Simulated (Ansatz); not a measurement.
Wavefunction ladder for BFH7NSi2, SMILES `B[SiH](N)[SiH2]F`

| atom | x (Å) | y (Å) | z (Å) |
| --- | --- | --- | --- |
| B1 | -0.895 | -1.693 | -0.575 |
| Si2 | 0.116 | 0.021 | -0.642 |
| N3 | 1.827 | -0.175 | -0.600 |
| Si4 | -0.597 | 1.257 | 1.229 |
| F5 | -0.537 | 0.362 | 2.565 |
| H6 | -2.088 | -1.653 | -0.650 |
| H7 | -0.382 | -2.763 | -0.423 |
| H8 | -0.408 | 0.833 | -1.794 |
| H9 | 2.257 | -0.964 | -1.055 |
| H10 | 2.449 | 0.616 | -0.575 |
| H11 | -2.004 | 1.708 | 1.056 |
| H12 | 0.263 | 2.450 | 1.464 |

Charge 0, multiplicity 1. The structure was optimised at the PBE0-D4/def2-TZVP level. It is one conformer, not always the lowest. Frozen core, restricted reference, the Gaussian-basis code of Ansatz. CBS rows extrapolate triple and quadruple zeta; past MP2 they add the triple-zeta difference.

```csv
basis,HF (Eh),MP2 corr.,CCSD corr.,(T),CCSD(T) total
def2-TZVPP,-760.66927,-0.80551,-0.86209,-0.02892,-761.56028
def2-QZVPP,-760.69651,-0.87092,–,–,–
CBS(def2),-760.70026,-0.91937,-0.97595,as TZ,-761.70513
```
